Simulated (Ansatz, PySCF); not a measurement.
C4H10OSi, SMILES C1OCC1[SiH2]C. Atoms are numbered in the order given.

```xyz
16

C      2.6403     0.0667    -0.2782
Si     1.1062    -0.4358     0.6831
C     -0.4210    -0.4157    -0.4222
C     -1.8029    -0.5207     0.2527
O     -2.1955     0.7602    -0.2261
C     -0.9486     0.9597    -0.8788
H      2.8353    -0.6355    -1.1035
H      2.5194     1.0737    -0.7074
H      3.5278     0.0813     0.3726
H      1.2801    -1.8065     1.2624
H      0.8665     0.5192     1.8124
H     -0.2938    -1.1253    -1.2547
H     -2.4519    -1.3318    -0.1241
H     -1.8028    -0.5672     1.3583
H     -1.0561     1.0865    -1.9714
H     -0.4115     1.8437    -0.4835
```
Charge 0, spin multiplicity 1.

Geometry: PBE0-D3(BJ)/def2-SVP. The structure was generated by enumeration, and PubChem lists no compound with its InChIKey, so it may never have been made. Other conformers were not sampled.

Two levels are set side by side: PBE-D3(BJ)/def2-SVP (Ansatz, a quantum-chemistry and plane-wave program) and PBE0-D3(BJ)/def2-SVP (Ansatz). Each level has its own optimised geometry; the coordinates shown are those of the second. Frequencies come from the Hessian of PySCF at each geometry. Differences are taken from unrounded values.

| quantity | PBE0-D3(BJ) |
|---|---|
| mean bond length (Å) | 1.345 |
| bond C1–Si2 (Å) | 1.879 |
| bond Si2–C3 (Å) | 1.885 |
| bond C3–C4 (Å) | 1.542 |
| bond C3–C6 (Å) | 1.542 |
| bond C4–O5 (Å) | 1.423 |
| bond O5–C6 (Å) | 1.421 |
| bond C1–H7 (Å) | 1.101 |
| bond C1–H8 (Å) | 1.101 |
| bond C1–H9 (Å) | 1.101 |
| bond Si2–H10 (Å) | 1.498 |
| bond Si2–H11 (Å) | 1.498 |
| bond C3–H12 (Å) | 1.101 |
| bond C4–H13 (Å) | 1.105 |
| bond C4–H14 (Å) | 1.107 |
| bond C6–H15 (Å) | 1.105 |
| bond C6–H16 (Å) | 1.107 |
| highest harmonic wavenumber (cm⁻¹) | 3167 |
| mean harmonic wavenumber (cm⁻¹) | 1374 |
| zero-point energy (kcal/mol) | 82.47 |

Q: What does PBE-D3(BJ) give, and how far is it from PBE0-D3(BJ)? (Estimate from the structure and the level; the computed values follow.)

A: 
| quantity | PBE-D3(BJ) | PBE-D3(BJ) minus PBE0-D3(BJ) |
|---|---|---|
| mean bond length (Å) | 1.355 | 0.010 |
| bond C1–Si2 (Å) | 1.890 | 0.011 |
| bond Si2–C3 (Å) | 1.896 | 0.011 |
| bond C3–C4 (Å) | 1.550 | 0.009 |
| bond C3–C6 (Å) | 1.551 | 0.009 |
| bond C4–O5 (Å) | 1.440 | 0.018 |
| bond O5–C6 (Å) | 1.439 | 0.018 |
| bond C1–H7 (Å) | 1.109 | 0.008 |
| bond C1–H8 (Å) | 1.109 | 0.008 |
| bond C1–H9 (Å) | 1.109 | 0.008 |
| bond Si2–H10 (Å) | 1.509 | 0.010 |
| bond Si2–H11 (Å) | 1.508 | 0.010 |
| bond C3–H12 (Å) | 1.109 | 0.008 |
| bond C4–H13 (Å) | 1.115 | 0.010 |
| bond C4–H14 (Å) | 1.116 | 0.010 |
| bond C6–H15 (Å) | 1.115 | 0.010 |
| bond C6–H16 (Å) | 1.117 | 0.010 |
| highest harmonic wavenumber (cm⁻¹) | 3080 | -87 |
| mean harmonic wavenumber (cm⁻¹) | 1326 | -48 |
| zero-point energy (kcal/mol) | 79.59 | -2.88 |

GGA bonds tend to be longer and softer than those of functionals with exact exchange. Differences between two approximate levels are no errors against the true value.
